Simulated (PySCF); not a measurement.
Gas-phase reaction: 2 WO₂F₂ + O₂ → W₂O₆ + 4 F

Computed with PySCF and rigid-rotor harmonic-oscillator thermochemistry at 1 bar. † marks an energy on the PBE0/def2-TZVP geometry and frequencies; other levels use their own. MP2 and CCSD(T) freeze the core. Open shells (unrestricted): O₂ (multiplicity 3), F (multiplicity 2, electronic degeneracy 6); the rest are closed-shell singlets. Spin-orbit splitting is ignored; it lowers the true energy and changes the entropy of F. W: scalar-relativistic def2 core potential, no spin-orbit coupling. WO₂F₂, W₂O₆: computed as isolated molecules; such fragments, hydroxides, amides, oligomers or adducts are transient or little studied in the gas. MP2 isn't extrapolated to the basis-set limit; its ΔH°(298 K) is 1147.6 kJ in def2-SVP and 1162.8 kJ in def2-TZVPP. CCSD(T) isn't extrapolated to the basis-set limit. The harmonic model lacks anharmonicity and excited electronic states, which grow with temperature; levels with a mode under 35 cm⁻¹ are left out. Soft modes under 120 cm⁻¹ make the harmonic entropy rough for W₂O₆. Warning, large T1 diagnostic: W₂O₆, WO₂F₂ (CCSD(T)/def2-SVP†).

```
level               ΔE electronic, kJ  ΔH°(298 K), kJ  ΔS°(298 K), J/K  ΔG°(1200 K), kJ
------------------  -----------------  --------------  ---------------  ---------------
BLYP/def2-TZVP†                  1260            1253              192             1006
CCSD(T)/def2-SVP†                1091            1085              192              838
MP2/def2-TZVPP†                  1169            1163              192              915
PBE0/def2-QZVP†                  1174            1168              192              920
PBE0/def2-TZVP                   1167            1161              192              913
r2SCAN/def2-TZVP†                1204            1198              192              951
LDA/def2-TZVP†                   1477            1470              192             1223
ωB97M-V/def2-TZVP†               1167            1161              192              914
```
ΔH° is lowest at CCSD(T)/def2-SVP† and highest at LDA/def2-TZVP†. No reference value is set beside these.
